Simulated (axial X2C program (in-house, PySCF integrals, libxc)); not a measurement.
## HBr: from the spin-free to the two-component result

All values were computed with an axial X2C code built on PySCF integrals. Spin-free means the one-electron spin-free X2C Hamiltonian; two-component (2c) means X2C with spin–orbit coupling and atomic mean-field two-electron Coulomb and Gaunt terms, so the difference of the two also holds small scalar two-electron terms. Basis: Br dyall-cv3z [8s9p6d4f1g], H dyall-v3z [6s2p1d] (cores contracted in-house); Gaussian nuclei, density fitting, unrestricted open shells. Masses: Br 78.918 u, H 1.008 u.

Spin-free state: M_S = 0, Λ = 0 (closed shell); fragments Br + H.

| level | Re (Å) | ωe (cm⁻¹) | De (eV) | μ (D) |
| --- | --- | --- | --- | --- |
| PBE0 | 1.418 | 2656.1 | 3.941 | 0.87 |
| HF | 1.404 | 2788.9 | 2.792 | 0.93 |
| MP2 | 1.410 | 2717.4 | 3.911 | n/a |
| CCSD | 1.415 | 2670.6 | 3.899 | n/a |
| CCSD(T) | 1.417 | 2652.9 | 3.955 | n/a |
| LDA | 1.429 | 2565.0 | 4.555 | 0.90 |
| BP86 | 1.431 | 2548.3 | 4.128 | 0.83 |
| B97-3 | 1.418 | 2654.8 | 3.924 | 0.85 |

Correlated methods: 8 electrons correlated (number of frozen shells: Br 3 s, 2 p, 1 d; H none), 144 virtual spin orbitals or spinors in MP2, 74 natural virtuals in coupled cluster.

Dipoles are positive if H is the positive end.

Two-component determinant lowest at the distance of the search:

Ω = 0 (closed shell); fragments Br + H.

```json
{"level": "PBE0", "Re (Å)": "1.419", "ωe (cm⁻¹)": "2650.3", "De (eV)": "3.839", "μ (D)": "0.86"}
{"level": "HF", "Re (Å)": "1.405", "ωe (cm⁻¹)": "2783.8", "De (eV)": "2.631", "μ (D)": "0.92"}
{"level": "MP2", "Re (Å)": "1.411", "ωe (cm⁻¹)": "2712.7", "De (eV)": "3.769", "μ (D)": "n/a"}
{"level": "CCSD", "Re (Å)": "1.415", "ωe (cm⁻¹)": "2665.5", "De (eV)": "3.756", "μ (D)": "n/a"}
{"level": "CCSD(T)", "Re (Å)": "1.417", "ωe (cm⁻¹)": "2647.8", "De (eV)": "3.813", "μ (D)": "n/a"}
{"level": "LDA", "Re (Å)": "1.430", "ωe (cm⁻¹)": "2558.7", "De (eV)": "4.396", "μ (D)": "0.89"}
{"level": "BP86", "Re (Å)": "1.432", "ωe (cm⁻¹)": "2542.0", "De (eV)": "4.011", "μ (D)": "0.82"}
{"level": "B97-3", "Re (Å)": "1.419", "ωe (cm⁻¹)": "2649.1", "De (eV)": "3.798", "μ (D)": "0.85"}
```

From the two tables, how do the constants change at the CCSD(T) level (2c against spin-free)?

At the CCSD(T) level Re stays the same within 0.001 Å and ωe drops by 5.1 cm⁻¹; De changes by -0.142 eV.

The state is one determinant whose occupation by symmetry is held fixed; it was picked as the lowest of a PBE0 search that is not exhaustive. Closed shells are restricted here (equal orbitals for both partners); the stretched side of such a curve lies too high. Dissociation energies refer to the lowest single-determinant-based atoms at the same level and basis. Coupled cluster ran in a truncated set of natural virtual spinors; the MP2 energy of the rest was added. (T) has no such correction and the atoms are truncated less, which lowers De at CCSD(T) by a hundredth of an eV or more. The functionals have no current-density term, which raises determinants with orbital currents, atoms included.
